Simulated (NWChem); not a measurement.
Species: C₅H₅N; SMILES C#C/C=N/C=C

```xyz
11

C      0.3314     3.0914     0.0000
C     -0.0231     1.9339     0.0000
C     -0.5134     0.5964     0.0000
N      0.2743    -0.4222     0.0000
C     -0.3184    -1.6837     0.0000
C      0.4268    -2.7973     0.0000
H      0.6711     4.1024     0.0000
H     -1.6088     0.4864     0.0000
H     -1.4135    -1.7422     0.0000
H     -0.0312    -3.7808     0.0000
H      1.5105    -2.7347     0.0000
```
Atoms are numbered in this order, from 1.

STO-3G and 3-21G are far too small for this property and stand as cheap habits. The geometry was optimised at B3LYP/6-31G* (spherical d).

Question: Give the principal values of the shielding tensors (ppm) of C1, C2, C3, N4, C5 from Hartree-Fock/STO-3G, GIAO (NWChem), with their diamagnetic and paramagnetic parts as GIAO splits them.

Answer: 
```csv
atom,σ11,σ22,σ33,isotropic,diamagnetic,paramagnetic
C1,128.9,130.9,190.1,150.0,264.2,-114.2
C2,116.8,122.3,327.0,188.7,264.3,-75.6
C3,-3.1,157.1,190.9,115.0,253.6,-138.7
N4,-403.2,9.1,345.2,-16.3,314.5,-330.8
C5,14.1,139.8,186.8,113.6,254.2,-140.6
```
